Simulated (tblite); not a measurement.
Species: C6H16OP2.
Atom-mapped SMILES: `[CH3:1][CH2:2][P@:3]([CH3:4])(=[O:5])[CH2:6][P:7]([CH3:8])[CH3:9]` (hydrogens: H10, H11, H12 on C1; H13, H14 on C2; H15, H16, H17 on C4; H18, H19 on C6; H20, H21, H22 on C8; H23, H24, H25 on C9)

Structure optimised with GFN2-xTB, isolated species.

(1) Give the optimised bond lengths and angles.

## Answers

(1) 
```csv
bond,length (bohr),order
C1–C2,2.874,single
C2–P3,3.488,single
P3–C4,3.456,single
P3=O5,2.776,double
P3–C6,3.476,single
C6–P7,3.517,single
P7–C8,3.498,single
P7–C9,3.478,single
"C1–H10, C1–H11, C1–H12",2.057,single
C2–H13,2.067,single
C2–H14,2.061,single
"C4–H15, C4–H16, C4–H17",2.056,single
C6–H18,2.063,single
C6–H19,2.066,single
C8–H20 and 5 like bonds,2.058,single
```

Bonds in one row agree within 0.02 bohr and their mean is given. Orders are formal, as drawn. A selection of angles:
```csv
angle,degrees
C2–C1–H10,111.1
C2–C1–H11,109.3
H10–C1–H11,108.8
H10–C1–H12,108.3
C1–C2–P3,109.7
C1–C2–H13,110.1
C1–C2–H14,111.6
P3–C2–H13,105.8
P3–C2–H14,110.9
H13–C2–H14,108.5
C2–P3–C4,104.5
C2–P3–O5,113.0
C2–P3–C6,105.1
C4–P3–O5,113.6
C4–P3–C6,106.0
O5–P3–C6,113.8
P3–C4–H15,107.7
P3–C4–H17,112.0
H15–C4–H16,108.9
P3–C6–P7,109.3
P3–C6–H18,109.6
P3–C6–H19,108.2
P7–C6–H18,108.7
P7–C6–H19,111.0
H18–C6–H19,110.0
C6–P7–C8,97.4
C8–P7–C9,98.6
P7–C8–H20,111.3
P7–C8–H21,108.5
P7–C8–H22,109.7
H20–C8–H21,109.4
H21–C8–H22,108.3
```

Dihedral angles: C1–C2–P3–C4 -178° (antiperiplanar); C2–P3–C6–P7 -158° (antiperiplanar); P3–C6–P7–C8 -174° (antiperiplanar).

Of the pairs four or more bonds apart, O5···H23 is among the closest relative to their van der Waals radii: 2.50 Å, 92 % of the sum of Bondi's values. The 6 C–P bonds span 1.829 Å (P3–C4, drawn single) to 1.861 Å (C6–P7, drawn single), a spread of 0.032 Å. P7 (phosphine phosphorus) is pyramidal (angles 98.6°, 98.0° and 97.4°, sum 294.0°, 0.91 Å off the plane of its three neighbours). P3 (phosphoryl phosphorus) is distorted tetrahedral (angles from 104.5° to 113.8°).

Point group: C1 (no symmetry element, even within 0.4 Å). Its GFN2-xTB frequencies are all real (lowest 24 cm⁻¹). One conformer, not necessarily the lowest.

On Arm Neoverse V1, one thread (shared host), this took 1.1 s. This is the geometry optimisation.

All values are computed, not measured.
